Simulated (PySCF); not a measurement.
B(F)(Br)(OH) (BBrFHO), SMILES B(Br)(F)O.

The structure is a stationary point at ωB97X-D3(BJ)/def2-SVP. The values are those of a single conformer.

All values below come from ωB97X-D3(BJ)/def2-SVP in PySCF.

Frequencies are harmonic and unscaled.

```csv
mode,ν (cm⁻¹),IR (km/mol),Raman (Å⁴/amu),depolarisation,moving atoms (share of kinetic energy)
1,302,0.2,0.9,0.72,"F 41 %, O 33 %, B 14 %, Br 9 %"
2,353,6.6,1.7,0.45,"F 34 %, O 32 %, Br 29 %"
3,502,36.2,0.4,0.75,"H 63 %, B 34 %"
4,616,88.8,4.8,0.11,"F 26 %, B 24 %, O 23 %, H 19 %"
5,621,140.6,2.4,0.75,"B 51 %, H 29 %, O 14 %"
6,997,130.6,2.4,0.43,"H 59 %, O 24 %, F 14 %"
7,1268,406.3,1.1,0.75,"B 64 %, H 15 %, F 13 %"
8,1476,380.0,0.7,0.03,"B 72 %, O 20 %"
9,3887,131.9,109.7,0.29,H 94 %
```
